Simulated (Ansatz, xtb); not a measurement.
C6H4N2O: 4 structures ranked

4 gas-phase structures of C6H4N2O, from a drawn sample of its isomers (lower ones may exist). Each was relaxed with GFN2-xTB; where two conformers were screened, the lower at r2SCAN-D4/def2-SVP is listed:

A. `N#CC1=CN=C/C1=C\O`, a singlet
B. `N#CC1=CN=C[C@@H]1C=O`, a singlet
C. `N#Cc1c[nH]cc1C=O`, a singlet
D. `N#CC1=CN=C/C1=C/O`, a singlet

Task: Estimate their order in r2SCAN-D4/def2-SVP energy at these geometries, lowest first.

Result: Calculated order at r2SCAN-D4/def2-SVP: C (0.0), A (23.4), D (24.2), B (31.3) kcal/mol. Less than 1 kcal/mol parts A and D, so the order within that pair means little.

Energies above the lowest of each column, in kcal/mol; the last columns are at PBE0-D3(BJ)/def2-SVP geometries and were run for some of them only (a dash: not run or not comparable):

| structure | GFN2-xTB | HF/STO-3G | r2SCAN-D4/def2-SVP | PBE0-D3(BJ)/def2-SVP | CCSD(T)/def2-SVP + ΔMP2/def2-TZVPP |
| --- | --- | --- | --- | --- | --- |
| C | 0.0 | 0.0 | 0.0 | 0.0 | 0.0 |
| A | 21.2 | 25.2 | 23.4 | 24.7 | 21.3 |
| D | 22.2 | 26.0 | 24.2 | 25.4 | 22.0 |
| B | 27.1 | 21.8 | 31.3 | – | – |

Every level run on C puts it lowest or level with the lowest. Flexible structures stand in one conformer each, not always the lowest. Frequencies (GFN2-xTB) were run for A, C, D alone. The ΔMP2 step shifts differences by up to 4.0 kcal/mol, which makes them less sure. ΔMP2 is the change of the MP2 energy from the smaller to the larger basis.

Over these structures GFN2-xTB departs from r2SCAN-D4/def2-SVP by 1.1 kcal/mol on average once a common shift is removed. A GFN2-xTB relaxation took about 0.41 s and the r2SCAN-D4/def2-SVP energy about 8.4 s on a shared host (Ansatz 0.2.0, xtb 6.7.1).
